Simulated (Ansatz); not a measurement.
One change: `C[SiH2][AlH][F]` becomes `C[SiH2][AlH][O][SiH3]`.

Ansatz, PBE0-D4/def2-TZVP geometries, multiplicity 1. Each molecule was computed in one conformer, which needn't be the lowest.

```
                                          property  `C[SiH2][AlH][F]`
                LUMO energy (PBE0/def2-TZVPP) / eV              -1.67
               LUMO energy (B3LYP/def2-TZVPP) / eV              -1.86
             LUMO energy (ωB97M-V/def2-TZVPP) / eV              -0.02
size of the dipole moment (ωB97M-V/def2-TZVPP) / D               2.18
           HOMO–LUMO gap (ωB97M-V/def2-TZVPP) / eV               9.50
             HOMO energy (ωB97M-V/def2-TZVPP) / eV              -9.52
```

**Question.** Give the same properties after the change, and the shifts. (Estimate.)

**Answer.** The calculation gave: 
| property | `C[SiH2][AlH][O][SiH3]` | shift |
| --- | --- | --- |
| LUMO energy (PBE0/def2-TZVPP) / eV | -1.47 | 0.20 |
| LUMO energy (B3LYP/def2-TZVPP) / eV | -1.65 | 0.21 |
| LUMO energy (ωB97M-V/def2-TZVPP) / eV | 0.15 | 0.17 |
| size of the dipole moment (ωB97M-V/def2-TZVPP) / D | 0.70 | -1.48 |
| HOMO–LUMO gap (ωB97M-V/def2-TZVPP) / eV | 9.43 | -0.07 |
| HOMO energy (ωB97M-V/def2-TZVPP) / eV | -9.28 | 0.24 |

With PBE0 the HOMO rises by 0.25 eV and the LUMO rises by 0.20 eV, so the gap narrows by about 0.05 eV. PBE moves the HOMO by 0.25 eV and ωB97M-V by 0.24 eV. Dipoles are sizes alone; their direction can turn.

B3LYP here is the variant with VWN-RPA as its local correlation; programs differ in this.
